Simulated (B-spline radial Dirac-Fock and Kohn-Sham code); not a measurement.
ΔSCF core binding energies without Breit or QED terms, calculated with a B-spline atomic structure program.

A sound run for the free silicon atom, configuration 1s2 2s2 2p6 3s2 3p2: The ground state converged in 10 iterations, with total energy -289.46134 Ha, virial ratio 1.99567 and highest orbital energy -7.56 eV. ΔSCF binding energies: K (1s) 1850.1 eV, L3 (2p3/2) 107.9 eV. Holes are computed only in closed shells, and unreliable hole states are left out.

A second run, with one unsound setting: The ground state converged in 10 iterations, with total energy -287.83246 Ha, virial ratio 2.00640 and highest orbital energy -7.59 eV. ΔSCF binding energies: K (1s) 1831.1 eV, L3 (2p3/2) 108.2 eV. Holes are computed only in closed shells, and unreliable hole states are left out.

```
iter   energy (Ha)        error
   1     -287.00433038  5.51e-01
   2     -287.75580219  7.34e-02
   3     -287.82222848  2.36e-02
   4     -287.83090443  7.50e-03
   5     -287.83234025  2.78e-03
   6     -287.83245389  4.18e-04
   7     -287.83245904  7.52e-05
   8     -287.83245928  1.57e-05
   9     -287.83245929  1.60e-06
  10     -287.83245929  9.03e-08
```

Task: Which fault fits the second run best?
A. nuclear radius in wrong units
B. tolerance below the noise
C. unbound anion
D. overfilled shell

Result: A. The input had radius_factor = 100.0: radius_factor inflates the nucleus far beyond its size, which weakens the binding of the inner electrons.
